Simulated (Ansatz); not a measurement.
Mulliken charges of FH3S3Zr, SMILES `[F][Zr]([SH])([SH])[SH]` from r2SCAN/def2-TZVPP in Ansatz (PBE0-D4/def2-TZVP geometry).

```json
{"atom": "F1", "x (Å)": "-1.559", "y (Å)": "0.263", "z (Å)": "1.183", "charge (e)": "-0.360"}
{"atom": "Zr2", "x (Å)": "-0.065", "y (Å)": "0.011", "z (Å)": "0.049", "charge (e)": "0.937"}
{"atom": "S3", "x (Å)": "2.028", "y (Å)": "0.221", "z (Å)": "1.256", "charge (e)": "-0.311"}
{"atom": "S4", "x (Å)": "-0.015", "y (Å)": "1.639", "z (Å)": "-1.748", "charge (e)": "-0.311"}
{"atom": "S5", "x (Å)": "-0.077", "y (Å)": "-2.185", "z (Å)": "-0.980", "charge (e)": "-0.311"}
{"atom": "H6", "x (Å)": "1.506", "y (Å)": "-0.453", "z (Å)": "2.303", "charge (e)": "0.119"}
{"atom": "H7", "x (Å)": "-0.407", "y (Å)": "2.609", "z (Å)": "-0.896", "charge (e)": "0.119"}
{"atom": "H8", "x (Å)": "-1.411", "y (Å)": "-2.104", "z (Å)": "-1.166", "charge (e)": "0.119"}
```

Problem. By hand: the dipole of these point charges (1 e Å = 4.8032 D).

Solution. Σ q r = (-0.139, 0.023, 0.107) e Å, of length 0.177 e Å = 0.85 D.

Problem. How does the dipole of the full density compare? (Best estimate.)

Solution. The calculation gave: (-0.224, 0.037, 0.171) e Å, 1.37 D; the point charges give 0.62 times that, at 0° from its direction.

Point charges leave out the atoms' own dipoles, such as those of lone pairs, and Mulliken's split depends on the basis, so the two needn't agree.
